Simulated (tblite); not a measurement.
C₇H₁₁F₃O.
Numbering: `[CH3:1][CH2:2][O:3][C@@H:4]([CH2:5][CH3:6])[C:7]([F:8])=[C:9]([F:10])[F:11]` (hydrogens: H12, H13, H14 on C1; H15, H16 on C2; H17 on C4; H18, H19 on C5; H20, H21, H22 on C6)

Structure optimised with GFN2-xTB, isolated species.

Question: List the bond lengths, angles and torsions at this level.

Answer: 
```json
{"bond": "C1–C2", "length (Å)": "1.519", "order": "single"}
{"bond": "C2–O3", "length (Å)": "1.416", "order": "single"}
{"bond": "O3–C4", "length (Å)": "1.399", "order": "single"}
{"bond": "C4–C5", "length (Å)": "1.540", "order": "single"}
{"bond": "C5–C6", "length (Å)": "1.523", "order": "single"}
{"bond": "C4–C7", "length (Å)": "1.513", "order": "single"}
{"bond": "C7–F8", "length (Å)": "1.350", "order": "single"}
{"bond": "C7=C9", "length (Å)": "1.327", "order": "double"}
{"bond": "C9–F10", "length (Å)": "1.329", "order": "single"}
{"bond": "C9–F11", "length (Å)": "1.323", "order": "single"}
{"bond": "C1–H12, C1–H13, C1–H14", "length (Å)": "1.086", "order": "single"}
{"bond": "C2–H15", "length (Å)": "1.099", "order": "single"}
{"bond": "C2–H16", "length (Å)": "1.101", "order": "single"}
{"bond": "C4–H17", "length (Å)": "1.105", "order": "single"}
{"bond": "C5–H18", "length (Å)": "1.090", "order": "single"}
{"bond": "C5–H19", "length (Å)": "1.091", "order": "single"}
{"bond": "C6–H20, C6–H21, C6–H22", "length (Å)": "1.087", "order": "single"}
```

Bonds in one row agree within 0.01 Å and their mean is given. Orders are formal, as drawn. A selection of angles:
```json
{"angle": "C1–C2–O3", "degrees": "108.0"}
{"angle": "C2–O3–C4", "degrees": "115.0"}
{"angle": "O3–C4–C5", "degrees": "108.6"}
{"angle": "O3–C4–C7", "degrees": "112.5"}
{"angle": "C5–C4–C7", "degrees": "110.4"}
{"angle": "C4–C5–C6", "degrees": "112.4"}
{"angle": "C4–C7–F8", "degrees": "114.3"}
{"angle": "C4–C7–C9", "degrees": "127.6"}
{"angle": "F8–C7–C9", "degrees": "118.1"}
{"angle": "C7–C9–F10", "degrees": "125.0"}
{"angle": "C7–C9–F11", "degrees": "124.8"}
{"angle": "F10–C9–F11", "degrees": "110.2"}
```

Dihedral angles: C1–C2–O3–C4 173° (antiperiplanar); C2–O3–C4–C5 163° (antiperiplanar); O3–C4–C5–C6 60° (synclinal); O3–C4–C7–F8 157° (antiperiplanar); C4–C7–C9–F10 -179° (antiperiplanar).

Of the pairs four or more bonds apart, O3···F11 is among the closest relative to their van der Waals radii: 2.76 Å, 92 % of the sum of Bondi's values. The 3 C–F bonds span 1.323 Å (C9–F11, drawn single) to 1.350 Å (C7–F8, drawn single), a spread of 0.027 Å. The C–C distances run from 1.327 Å (C7=C9, drawn double) to 1.540 Å (C4–C5, drawn single), a spread of 0.213 Å.

Point group: C1 (no symmetry element, even within 0.4 Å). Its GFN2-xTB frequencies are all real (lowest 36 cm⁻¹). The numbers are those of one conformer. 3 starts were optimised and ended at 0.00, 0.39 and 0.55 kcal/mol (GFN2-xTB); the lowest of these is shown.

The numbers are calculated, not measured.
